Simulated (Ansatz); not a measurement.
`N[BH][Al]([Cl])[Cl]` + NH₃ → `[NH2][Al]([Cl])[Cl]` + `BN` at 600 K and 1 bar (cleavage of the Al–B bond).

Calculated with Ansatz (gas phase, PBE0-D4/def2-TZVP geometries, no zero-point term in ΔE). CCSD(T)/CBS adds triple-zeta CCSD(T) − MP2 to the extrapolated MP2 energy (def2 sets, frozen cores). This one scheme is used for every species. Each species was taken in one conformer, which may not be the lowest.

```tsv
species	CCSD(T)/CBS energy (Eh)	H − E (kJ/mol)	S (J/(mol·K))
`N[BH][Al]([Cl])[Cl]`	-1243.05355	173.3	449.2
NH₃	-56.50880	112.4	219.5
`[NH2][Al]([Cl])[Cl]`	-1217.66844	123.5	389.4
`BN`	-81.93499	155.9	270.2
```

H − E and S are ideal-gas, rigid-rotor, harmonic terms from PBE0-D4/def2-TZVP, for one conformer and one mirror image of each species. 1 Eh = 2625.50 kJ/mol, R = 8.31446 J/(mol·K).

Question: By hand: ΔE, ΔH, ΔS and ΔG.

Answer: ΔE = (-1217.66844) + (-81.93499) − (-1243.05355) − (-56.50880) = -0.04108 Eh = -107.9 kJ/mol. Δ(H − E) = 123.5 + 155.9 − 173.3 − 112.4 = -6.3, so ΔH = -114.2 kJ/mol. ΔS = 389.4 + 270.2 − 449.2 − 219.5 = -9.1 J/(mol·K). ΔG = -114.2 − 600 × (-9.1)/1000 = -108.7 kJ/mol.

Question: By hand: the equilibrium constant, and the temperature at which ΔG would vanish if ΔH and ΔS stayed fixed.

Answer: log₁₀ K = −ΔG/(RT ln 10) = 9.5. ΔG = 0 at ΔH/ΔS = 12549 K, far beyond where these terms or the molecules hold.

The number of gas molecules stays the same, so ΔS is small and ΔH decides. A doubt of 5 kJ/mol in ΔE shifts log₁₀ K by 0.4 here. Other conformers and mirror images would add mixing entropy, several J/(mol·K) or more a flexible species. These are equilibria of isolated gas molecules and say nothing of rates. Largest T1 diagnostic: 0.012 (customary marks: 0.02 for closed shells, 0.045 for open ones).
